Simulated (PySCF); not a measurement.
Several molecules and their computed UV-vis stick spectra, shuffled. Computed, not measured: PySCF 2.14.0, density-fitted response routines, TDDFT CAM-B3LYP/def2-SVPD, vertical, gas phase, core orbitals frozen in the response. Geometries: GFN2-xTB; one conformer of each isolated species. Triplets are in the Tamm–Dancoff approximation.

A. `C1CP1`
B. `C1C(C1)N(C)N`
C. `C[C@@H]1CCNN1`
D. `FC(F)(F)C1[SiH2]C[SiH2]1`

Lowest singlet levels (six at most, fewer where fewer were computed) with oscillator strengths:

1. 191 nm (f 0.008); 187 nm (f 0.016); 173 nm (f 0.011); 170 nm (f 0.041); 164 nm (f 0.009); 161 nm (f 0.003); T1 6.26 eV
2. 188 nm (f 0.029); 183 nm (f 0.027); 181 nm (f 0.013); 167 nm (f 0.074); 158 nm (f 0.309); 153 nm (f 0.045); T1 5.48 eV
3. 184 nm (f 0.005); 166 nm (f 0.002); 161 nm (f 0.020); 161 nm (f 0.126); 159 nm (f 0.038); 154 nm (f 0.000); T1 6.46 eV
4. 196 nm (f 0.048); 180 nm (f 0.029); 175 nm (f 0.034); 174 nm (f 0.034); 167 nm (f 0.034); 158 nm (f 0.007); T1 6.04 eV

Question: Match each spectrum to its molecule.

Answer: 1 = C, 2 = A, 3 = D, 4 = B.
- A: S1 at 6.60 eV, HOMO→LUMO+1 (84%); Löwdin shares by element: HOMO phosphorus 58%, carbon 29%, hydrogen 8% or more; LUMO carbon 36%, phosphorus 24%, hydrogen 12% or more (atoms not listed hold the other 27%); HOMO -8.78 and LUMO 1.29 eV; point group Cs.
- B: S1 at 6.33 eV, HOMO→LUMO (79%); Löwdin shares by element: HOMO nitrogen 67%, carbon 15% or more (atoms not listed hold the other 19%); LUMO hydrogen 22% or more, carbon 22% or more (atoms not listed hold the other 57%); HOMO -7.82 and LUMO 1.51 eV.
- C: S1 at 6.48 eV, HOMO→LUMO (51%), HOMO→LUMO+1 (17%), HOMO-1→LUMO (16%); Löwdin shares by element: HOMO nitrogen 68%, carbon 17% or more (atoms not listed hold the other 15%); LUMO carbon 38% or more, hydrogen 7% or more (atoms not listed hold the other 55%); HOMO -8.31 and LUMO 1.33 eV.
- D: S1 at 6.75 eV, HOMO→LUMO (95%); Löwdin shares by element: HOMO carbon 38% or more, silicon 33% (atoms not listed hold the other 28%); LUMO silicon 38%, carbon 21% or more (atoms not listed hold the other 40%); HOMO -9.80 and LUMO 0.36 eV; point group Cs, 1 of its 6 listed states under f = 0.0005.
A and C have S1 within 0.12 eV of each other; their strongest listed levels stand at 7.85 eV (f 0.309) and 7.28 eV (f 0.041).
